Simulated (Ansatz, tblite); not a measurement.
Cost and result up the ladder for `CN(C)c1ccc(-c2ccc(-c3ccc(-c4ccc(-c5ccc(-c6ccc(C#N)cc6)cc5)cc4)cc3)cc2)cc1` (71 atoms). Charge 0, multiplicity 1. Geometry: r2SCAN-D4/def2-SVP.

```xyz
71

C    -7.865    9.853    3.176
N    -7.225    9.672    1.894
C    -7.442   10.627    0.832
C    -6.406    8.584    1.683
C    -5.739    8.389    0.447
C    -4.918    7.286    0.243
C    -4.703    6.317    1.243
C    -3.828    5.151    1.016
C    -3.092    4.568    2.067
C    -2.269    3.467    1.853
C    -2.137    2.889    0.576
C    -1.265    1.718    0.348
C    -0.072    1.542    1.076
C     0.751    0.439    0.860
C     0.419   -0.544   -0.091
C     1.290   -1.716   -0.320
C     2.690   -1.619   -0.206
C     3.511   -2.722   -0.426
C     2.971   -3.977   -0.766
C     3.841   -5.147   -1.000
C     5.119   -5.003   -1.575
C     5.939   -6.106   -1.797
C     5.517   -7.407   -1.459
C     6.385   -8.578   -1.698
C     5.836   -9.829   -2.044
C     6.647  -10.936   -2.271
C     8.046  -10.819   -2.158
C     8.886  -11.952   -2.391
N     9.571  -12.877   -2.581
C     8.610   -9.575   -1.813
C     7.787   -8.477   -1.588
C     4.239   -7.552   -0.886
C     3.422   -6.448   -0.660
C     1.570   -4.075   -0.877
C     0.750   -2.971   -0.661
C    -0.775   -0.370   -0.818
C    -1.595    0.735   -0.605
C    -2.871    3.470   -0.477
C    -3.694    4.571   -0.262
C    -5.364    6.518    2.469
C    -6.194    7.611    2.693
H    -8.447   10.783    3.162
H    -7.130    9.927    4.000
H    -8.556    9.024    3.420
H    -8.144   11.397    1.175
H    -6.506   11.133    0.527
H    -7.872   10.152   -0.069
H    -5.851    9.114   -0.361
H    -4.402    7.192   -0.717
H    -3.154    5.001    3.070
H    -1.728    3.032    2.699
H     0.225    2.294    1.812
H     1.661    0.327    1.456
H     3.144   -0.655    0.041
H     4.593   -2.613   -0.313
H     5.460   -4.013   -1.888
H     6.909   -5.962   -2.280
H     4.754   -9.928   -2.164
H     6.207  -11.897   -2.549
H     9.694   -9.484   -1.714
H     8.237   -7.525   -1.293
H     3.897   -8.543   -0.574
H     2.452   -6.592   -0.175
H     1.117   -5.031   -1.157
H    -0.334   -3.087   -0.740
H    -1.055   -1.105   -1.578
H    -2.523    0.830   -1.176
H    -2.780    3.060   -1.487
H    -4.263    4.982   -1.101
H    -5.253    5.778    3.268
H    -6.693    7.701    3.659
```

Ansatz on 2 threads of AMD EPYC 7R13 on a shared host and a share (18 GiB) of an NVIDIA H100 80GB HBM3; xTB runs through tblite on one thread. Times are rough, summed over both states, and most runs start from the orbitals of an earlier one. PBE0-D4/def2-SVP serves as the yardstick here, not as an exact answer. The other state is a triplet.

The xTB rows come from tblite. Single mean-field runs in def2-SVP are fitted with def2-universal-jkfit.

xTB has no spin-polarisation term.

```tsv
level	functions	wall time
GFN2-xTB	194	0.6 s
GFN1-xTB	224	0.83 s
PBE-D4/def2-SVP	724	23 s
PBE0-D4/def2-SVP	724	40 s
```

(1) Estimate what each level gives for the vertical triplet (eV).

Results:

(1) 
```csv
level,vertical triplet (eV),difference from PBE0-D4/def2-SVP (eV)
GFN2-xTB,2.44,-0.53
GFN1-xTB,2.43,-0.54
PBE-D4/def2-SVP,2.40,-0.57
PBE0-D4/def2-SVP,2.97,0.00
```
